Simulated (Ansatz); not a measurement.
`S[SiH](Cl)CCl` + `N=CS` → `ClC[SiH2]Cl` + `N=C(S)S`  (formal exchange of groups at the Si–S bond)

Isolated molecules relaxed with PBE0-D4/def2-TZVP in Ansatz; ΔE leaves out vibrations. CCSD(T)/CBS is the MP2 limit (def2-TZVPP, def2-QZVPP) plus CCSD(T) − MP2 in def2-TZVPP, frozen cores. This one scheme is used for every species. DFT in def2-TZVPP. B3LYP here is the variant with VWN-RPA as its local correlation; programs differ in this. Each species was taken in one conformer, which may not be the lowest.

```tsv
level	ΔE (kJ/mol)
r2SCAN-D4	99.7
r2SCAN	99.2
PBE0	100.1
B3LYP	96.1
SCS-MP2/def2-TZVPP	99.5
CCSD(T)/def2-TZVPP	100.8
SCS-MP2/def2-QZVPP	100.2
MP2/CBS(def2)	103.4
```

**Question.** What does CCSD(T)/CBS give? (An estimate is asked.)

**Answer.** The calculation gave: +102.1 kJ/mol. The listed levels differ from it by -2.4, -2.9, -2.0, -6.0, -2.6, -1.3, -1.9, 1.3 kJ/mol.

Largest T1 diagnostic among the species: 0.014.

From PBE to PBE0 (25 % exact exchange), in def2-TZVPP and without D4, ΔE moves by +5.7 kJ/mol.
